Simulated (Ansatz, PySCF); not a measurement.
C₂H₇ClSeSi, singlet, geometry from GFN2-xTB, atoms displaced at random by about 0.03 Å a coordinate. Base run: PySCF with PBE/STO-3G, gradient.

PySCF was given this input:
```python
from pyscf import gto, scf, dft

mol = gto.M(
    atom='''
C     1.71653420   -0.10511737   -1.52431870
Si    0.36781998   -0.63466705   -0.28844843
C    -0.84378203   -1.94805225   -1.03188608
Cl    1.14275411   -1.16882475    1.46244104
Se   -0.87678425    1.34648819    0.11256809
H     1.26356629    0.23264241   -2.51397403
H     2.34395528    0.65900085   -1.17353911
H     2.33785552   -1.02941085   -1.72297194
H    -1.62113065   -2.14870475   -0.27179009
H    -1.27677674   -1.64402449   -1.96356506
H    -0.34161936   -2.80178987   -1.16113968
H    -1.33532360    1.48518787   -1.24094840
''',
    basis='sto-3g',
    verbose=4,
)

mf = dft.RKS(mol)
mf.xc = 'pbe'
mf.kernel()
g = mf.nuc_grad_method()
grad = g.kernel()
```

Programs used: Ansatz (a first-principles code), PySCF; a row that names a program was run with it.

The coordinate followed is y of atom 2.

Variants of this job, named by their change:

```csv
change,dE/dx (Eh/bohr),net force (Eh/bohr)
base,-0.048955,0.000038
finite difference step (bohr) = 1e-3; conv_tol = 1e-11,-0.048994,-
grid_response = on,-0.048994,0.000000
code = ansatz,-0.048946,0.000000
grids.level = 1; grid_response = on,-0.049167,0.000000
conv_tol = 1e-6,-0.048963,0.000038
density fitting = on; auxbasis_response = off,-0.048935,0.000293
conv_tol = 1e-11,-0.048954,0.000038
grids.level = 0; grid_response = on,-0.050236,0.000000
finite difference step (bohr) = 0.01; conv_tol = 1e-11,-0.048993,-
grids.level = 5; grid_response = off,-0.048951,0.000016
```

The net force is zero for an exact gradient.
